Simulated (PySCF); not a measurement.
Match the calculated data to a structure.

All candidates are C5H6OP2.

| technique | computed result |
| --- | --- |
| Triplet | lowest triplet excitation (Tamm–Dancoff): 2.79 eV [TDA CAM-B3LYP/def2-SVPD] |
| Dipole | 1.67 D [CAM-B3LYP/def2-SVPD] |
| Polarisability | 113.9 au [CAM-B3LYP/def2-SVPD] |
| UV, strongest line | among the 8 lowest singlet transitions: S8 at 5.65 eV (220 nm, f = 0.425) [TDDFT CAM-B3LYP/def2-SVPD] |
| 13C NMR | chemical shifts (computed TMS as zero) by class: 203.9 (1 C), 193.6 (1 C), 162.9 (1 C), 130.1 (1 C), 59.9 (1 C) ppm [GIAO PBE0/pcSseg-1] |
| NMR, other nuclei | isotropic shieldings of nuclei other than C and H, by class: 167 (1 O), 89 (1 P), 123 (1 P) ppm [GIAO PBE0/pcSseg-1] |
| 1H NMR | chemical shifts (computed TMS as zero) by class: 10.80 (1 H), 9.33 (1 H), 8.13 (1 H), 4.26 (3 H) ppm [GIAO PBE0/pcSseg-1] |
| Rotational structure | rotational constants A, B, C: 3.270, 1.057, 0.803 GHz [GFN2-xTB] |

The electronic properties come from PySCF, for the isolated species, density fitting. Levels stand in brackets. One conformer (not necessarily the lowest) at the GFN2-xTB geometry, without solvent, vibrations or thermal averaging. Each NMR value is the plain mean over a class of atoms that symmetry, rotation or inversion makes alike.

Task: Which candidate is it?
A. `COc1ccpcp1`
B. `COc1cpccp1`
C. `COc1cpcpc1`

Result: A. It is `COc1ccpcp1`. Numbering: `[CH3:1][O:2][c:3]1[cH:4][cH:5][p:6][cH:7][p:8]1`. 5 carbons fall into 5 classes; from least to most shielded: aromatic carbon bearing oxygen [C3] (203.9 ppm), aromatic CH carbon [C7] (193.6 ppm), aromatic CH carbon [C5] (162.9 ppm), aromatic CH carbon [C4] (130.1 ppm), methoxy carbon [C1] (59.9 ppm). Hydrogen classes from least to most shielded: 1 H on an aromatic CH carbon, C7 (10.80 ppm), 1 H on an aromatic CH carbon, C5 (9.33 ppm), 1 H on an aromatic CH carbon, C4 (8.13 ppm), 3 H on a methoxy carbon, C1 (4.26 ppm, a mean of values up to 0.6 ppm apart in this geometry). The other shieldings belong to: 167 ppm, aryl ether oxygen [O2]; 89 ppm, phosphorus bonded to 2 C [P6]; 123 ppm, phosphorus bonded to 2 C [P8]. The optimised geometry has point group Cs and is an asymmetric top.

The others, at the same levels:
- `COc1cpcpc1` fails: it has 4 carbon classes against 5; its computed 13C shifts are 181.3 (1 C), 166.4 (1 C), 144.4 (2 C), 54.6 (1 C) ppm, 1H shifts are 10.18 (1 H), 8.52 (2 H), 4.03 (3 H) ppm and strongest line among the 8 lowest singlet transitions is S5 at 5.39 eV (230 nm, f = 0.373) (against S8 at 5.65 eV).
- `COc1cpccp1` fails: its computed 13C shifts are 203.3 (1 C), 166.3 (1 C), 156.9 (1 C), 152.6 (1 C), 59.0 (1 C) ppm, 1H shifts are 9.66 (1 H), 9.19 (1 H), 9.17 (1 H), 4.22 (3 H) ppm and lowest triplet excitation (Tamm–Dancoff) is 2.50 eV (against 2.79 eV).

Each candidate is one conformer, not necessarily the lowest. Dipoles, sizes and rotational constants follow the conformer. The torsions of the flexible species, by atom-mapped SMILES:
- `[CH3:1][O:2][c:3]1[cH:4][cH:5][p:6][cH:7][p:8]1`: C1–O2–C3–C4 180°
- `[CH3:1][O:2][c:3]1[cH:4][p:5][cH:6][p:7][cH:8]1`: C1–O2–C3–C4 -1°
- `[CH3:1][O:2][c:3]1[cH:4][p:5][cH:6][cH:7][p:8]1`: C1–O2–C3–C4 179°
